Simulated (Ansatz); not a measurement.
Frontier orbitals of CH₄InN.

Cartesian coordinates in Å:
```
C -0.677 1.080 0.050
N 0.041 0.069 0.273
In 0.685 -1.761 -1.445
H -0.925 1.829 0.807
H -1.079 1.225 -0.953
H 0.379 0.002 1.231
H 1.575 -2.445 0.038
```

Charge 0, multiplicity 1. Correlated methods include outer-core shells of In, which these sets cover unevenly. In takes the def2 core potential. The bonds changed during the relaxation, so this is another structure than the one it started from. Geometry: relaxed with PBE0-D4/def2-TZVP. Basis def2-TZVPP, the Gaussian-basis code of Ansatz.

Orbital energies of one run (eV). Highest occupied ones, from the top: -3.98, -6.83, -8.67, -9.39, -11.63, -13.39, -16.33, -17.07, -17.10, -17.13, -17.34, -17.36, -23.75, -77.87. Empty: -2.68, -1.54, -0.79, 0.33, 0.79, 1.58.

Q: Which functional gave them?
A. r2SCAN0
B. BHLYP
C. HSE06 (plane-wave form)
D. revPBE

A: D. HOMO energies: revPBE -3.98, HSE06 -4.52, r2SCAN0 -5.05, BHLYP -5.70 eV.
